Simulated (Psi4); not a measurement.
Conformational energy of SMILES N[SiH2]Br (H4BrNSi). Scanned: dihedral H4–N1–Si2–Br3; all other coordinates were relaxed at B3LYP-D3(BJ)/def2-SVP.

Geometry of the scan point at 90° (Å):
```
7

N      1.0967     0.0844    -0.1457
Si    -0.5765    -0.2116     0.0869
Br    -1.2238    -0.3616     2.2548
H      1.7503    -0.6873    -0.2304
H      1.5488     0.9270     0.1947
H     -0.8932    -1.5099    -0.5569
H     -1.3756     0.9133    -0.4580
```

Method: DF-MP2 (frozen core)/cc-pVTZ // B3LYP-D3(BJ)/def2-SVP (Psi4).

Scanned values (°): -150, -120, -90, -60, -30, 0, 30, 60, 90, 120, 150, 180.

Task: Locate the minima and the barriers on this grid.

Result: Lower than their neighbours: -60° (0.0 kJ/mol), 60° (0.0 kJ/mol). Higher than their neighbours: 0° (13.2 kJ/mol), 180° (10.2 kJ/mol). The whole profile spans 13.2 kJ/mol.
